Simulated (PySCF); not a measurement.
Bonds (- single, = double, # triple, : aromatic): C1-C2, C2-C3, C3=C4, C4-Si5, Si5-C6, C6-F7, C3-C8, C8-F9. C1 carries H10, H11, H12; C2 carries H13, H14; C4 carries H15; Si5 carries H16, H17; C6 carries H18, H19; C8 carries H20, H21. Stereochemistry as in CC/C(=C/[SiH2]CF)CF.

Method: GFN2-xTB geometry, GIAO PBE0/pcSseg-1 shieldings, in PySCF (one conformer, one averaged value for each set of equivalent atoms, relativity neglected, no solvent).

δ = σ(ref) − σ, references computed at the same level: ¹³C (σ = 186.93 ppm) and ¹H (σ = 31.72 ppm) and ²⁹Si (σ = 349.16 ppm) vs TMS; CFCl3 for ¹⁹F (σ = 170.95 ppm).

```tsv
atoms	nucleus	count	Hirshfeld charge	δ (ppm)
H16/H17	¹H	2	-0.08	?
H20/H21	¹H	2	0.05	?
C8	¹³C	1	0.03	89.2
C1	¹³C	1	-0.11	18.6
F7	¹⁹F	1	-0.13	-302.8
Si5	²⁹Si	1	0.31	?
C6	¹³C	1	-0.07	79.3
H10/H11/H12	¹H	3	0.04	1.16
C4	¹³C	1	-0.16	120.2
H15	¹H	1	0.04	6.11
F9	¹⁹F	1	-0.08	?
C3	¹³C	1	0.01	168.2
H18/H19	¹H	2	0.04	4.92
H13/H14	¹H	2	0.04	?
C2	¹³C	1	-0.06	32.8
```

Fill in the missing shifts.

Answers


- H20/H21: 5.38 ppm, hydrogen on an allylic sp3 CH2 bonded to F; its carbon carries F, which withdraws density
- H16/H17: 4.53 ppm, hydrogen on a silicon bonded to 2 C
- H13/H14: 1.98 ppm, hydrogen on an allylic sp3 CH2; allylic position
- Si5: -57.7 ppm, silicon bonded to 2 C, 2 H
- F9: -257.0 ppm, fluorine on an sp3 carbon

Shifts are as computed. Against solution values, carbons near 30 ppm lie about +3 ppm off and those near 130 ppm about +5 ppm. Of 1309 compounds with measured shifts, 239 miss one by over three times the rms of a fit or turn the order of signals round; such compounds aren't used in these exercises. Unscaled 19F shifts against computed CFCl3 carry errors that often reach 10 to 50 ppm.
